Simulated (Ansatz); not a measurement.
Spectroscopic constants of ZrF, multiplicity 4 (an upper state: multiplicity 2 came lower at CCSD(T)/def2-TZVPP on PBE0 minima). No spin–orbit coupling.

Constants: fifth-degree fit in 1/R to seven points, most abundant isotopes. In def2 and cc sets the state is the lowest found near the PBE0 minimum, followed along R.

Run with Ansatz (Gaussian basis) for Hartree–Fock, density functionals and correlated methods. Each number belongs to the level named beside it. In def2 rows elements past Kr take small-core potentials, without spin–orbit coupling.

```tsv
level	r_e (Å)	ω_e (cm⁻¹)	ω_e x_e (cm⁻¹)	α_e (cm⁻¹)	dipole (D)
PBE/def2-TZVPP	1.888	627	1.8	0.0019	2.79
PBE0/def2-TZVPP	1.886	633	2.7	0.0019	2.94
wB97X-V/def2-TZVPP	1.904	621	2.6	0.0018	2.70
CCSD/def2-TZVPP	1.905	620	2.5	0.0018	-
CCSD(T)/def2-TZVPP	1.900	625	2.6	0.0019	-
```

Correlated levels freeze the inner cores; with def2 sets outer-core shells near the valence are correlated too.

Ansatz is an electronic-structure program.
